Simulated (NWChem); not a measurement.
System: Sr

NWChem input:

```
start job
memory heap 200 mb stack 900 mb global 1100 mb
geometry units angstroms noautoz
  Sr     0.000000     0.000000     0.000000
end
basis spherical
  * library def2-svp
end
ecp
  Sr library def2-ecp
end
dft
  xc mn15-l
  iterations 150
  mulliken
end
task dft energy
```

Excerpt of the output:

```
             Northwest Computational Chemistry Package (NWChem) 7.3.0
             --------------------------------------------------------

                             Geometry "geometry" -> ""
                             -------------------------

 Output coordinates in angstroms (scale by  1.889725989 to convert to a.u.)

  No.       Tag          Charge          X              Y              Z
 ---- ---------------- ---------- -------------- -------------- --------------
    1 Sr                  38.0000     0.00000000     0.00000000     0.00000000

 Effective nuclear repulsion energy (a.u.)       0.0000000000

                                 NWChem DFT Module
                                 -----------------

 Summary of "ao basis" -> "ao basis" (spherical)
 ------------------------------------------------------------------------------
       Tag                 Description            Shells   Functions and Types
 ---------------- ------------------------------  ------  ---------------------
 Sr                         def2-svp                 9       23   4s3p2d

            General Information
            -------------------
          SCF calculation type: DFT
          Wavefunction type:  closed shell.
          No. of atoms     :     1
          No. of electrons :    10
           Alpha electrons :     5
            Beta electrons :     5
          Charge           :     0
          Spin multiplicity:     1
          Use of symmetry is: off; symmetry adaption is: off
          Maximum number of iterations: 150
          AO basis - number of functions:    23
                     number of shells:     9
          Convergence on energy requested:  1.00D-06
          Convergence on density requested:  1.00D-05
          Convergence on gradient requested:  5.00D-04

              XC Information
              --------------
                       MN15-L Method XC Functional
                        MN15-L Exchange Functional  1.000
                      MN15-L Correlation Potential  1.000

             Grid Information
             ----------------
          Grid used for XC integration:  medium
          Radial quadrature: Mura-Knowles
          Angular quadrature: Lebedev.
          Tag              B.-S. Rad. Rad. Pts. Rad. Cut. Ang. Pts.
          ---              ---------- --------- --------- ---------
          Sr                  2.00      123          10.0       590
          Grid pruning is: on
          Number of quadrature shells:   123
          Spatial weights used:  Erf1

      Superposition of Atomic Density Guess
      -------------------------------------

 Sum of atomic energies:         -34.88064279

      Non-variational initial energy
      ------------------------------

 Total energy =     -30.338782
 1-e energy   =     -49.790785
 2-e energy   =      19.452003
 HOMO         =      -0.180974
 LUMO         =       0.030123

     ---------------------------------------------
      Total Density - Mulliken Population Analysis
     ---------------------------------------------

    Atom       Charge   Shell Charges
 -----------   ------   -------------------------------------------------------
    1 Sr  10    10.00   0.75  1.21  0.91  1.12  5.85  0.15  0.00  0.00  0.00

   convergence    iter        energy       DeltaE   RMS-Dens  Diis-err
 ---------------- ----- ----------------- --------- --------- ---------
 d= 0,ls=0.0,diis     1    -30.5905843617 -3.06D+01  7.89D-03  2.48D-03
 d= 0,ls=0.0,diis     2    -30.5908747316 -2.90D-04  2.31D-03  2.78D-05
 d= 0,ls=0.0,diis     3    -30.5909104768 -3.57D-05  5.35D-04  5.95D-07
 d= 0,ls=0.0,diis     4    -30.5909109311 -4.54D-07  1.28D-04  9.00D-08
 d= 0,ls=0.0,diis     5    -30.5909109863 -5.52D-08  7.39D-07  3.09D-12

         Total DFT energy =      -30.590910986316
      One electron energy =      -49.792705399512
           Coulomb energy =       23.312543319400
    Exchange-Corr. energy =       -4.110748906203
 Nuclear repulsion energy =        0.000000000000

 Numeric. integr. density =       10.000000064590

                       DFT Final Molecular Orbital Analysis
                       ------------------------------------

 Vector    3  Occ=2.000000D+00  E=-8.989031D-01
              MO Center= -1.4D-16,  4.2D-16,  4.9D-16, r^2= 8.1D-01
   Bfn.  Coefficient  Atom+Function         Bfn.  Coefficient  Atom+Function
  ----- ------------  ---------------      ----- ------------  ---------------
     5      0.884525  1 Sr px                 7      0.398785  1 Sr pz
     6     -0.050141  1 Sr py                 8      0.046167  1 Sr px

 Vector    4  Occ=2.000000D+00  E=-8.989031D-01
              MO Center= -1.9D-16,  1.8D-16,  1.3D-16, r^2= 8.1D-01
   Bfn.  Coefficient  Atom+Function         Bfn.  Coefficient  Atom+Function
  ----- ------------  ---------------      ----- ------------  ---------------
     6      0.670721  1 Sr py                 7      0.654249  1 Sr pz
     5     -0.256945  1 Sr px                 9      0.035008  1 Sr py
    10      0.034148  1 Sr pz

 Vector    5  Occ=2.000000D+00  E=-1.293830D-01
              MO Center= -3.7D-15,  1.1D-14,  9.7D-15, r^2= 6.5D+00
   Bfn.  Coefficient  Atom+Function         Bfn.  Coefficient  Atom+Function
  ----- ------------  ---------------      ----- ------------  ---------------
     3      0.598402  1 Sr s                  4      0.588634  1 Sr s
     2     -0.457362  1 Sr s                  1     -0.122763  1 Sr s

 Vector    6  Occ=0.000000D+00  E=-4.969824D-02
              MO Center= -4.1D-14,  3.1D-14,  5.8D-14, r^2= 1.0D+01
   Bfn.  Coefficient  Atom+Function         Bfn.  Coefficient  Atom+Function
  ----- ------------  ---------------      ----- ------------  ---------------
    11      0.967362  1 Sr px                 5     -0.272979  1 Sr px
     8      0.086555  1 Sr px                12      0.033230  1 Sr py

 Vector    7  Occ=0.000000D+00  E=-4.969824D-02
              MO Center= -1.6D-14,  4.9D-14,  4.2D-14, r^2= 1.0D+01
   Bfn.  Coefficient  Atom+Function         Bfn.  Coefficient  Atom+Function
  ----- ------------  ---------------      ----- ------------  ---------------
    13      0.967341  1 Sr pz                 7     -0.272973  1 Sr pz
    10      0.086553  1 Sr pz                12     -0.033923  1 Sr py

 Vector    8  Occ=0.000000D+00  E=-4.969824D-02
              MO Center= -2.1D-14,  8.9D-14,  5.0D-14, r^2= 1.0D+01
   Bfn.  Coefficient  Atom+Function         Bfn.  Coefficient  Atom+Function
  ----- ------------  ---------------      ----- ------------  ---------------
    12      0.966772  1 Sr py                 6     -0.272812  1 Sr py
     9      0.086502  1 Sr py                13      0.033843  1 Sr pz
    11     -0.033311  1 Sr px

     ---------------------------------------------
      Total Density - Mulliken Population Analysis
     ---------------------------------------------

    Atom       Charge   Shell Charges
 -----------   ------   -------------------------------------------------------
    1 Sr  10    10.00   0.75  1.21  0.97  1.07  5.82  0.18 -0.00  0.00  0.00

     -------------------------------------------
      Total Density - Lowdin Population Analysis
     -------------------------------------------

    Atom       Charge   Shell Charges
 -----------   ------   -------------------------------------------------------
    1 Sr  10    10.00   0.85  1.11  0.91  1.13  5.33  0.65  0.03  0.00  0.00
```

Level: MN15-L/def2-SVP with def2 effective core potentials on Sr. def2 effective core potentials on Sr; no spin-orbit coupling.
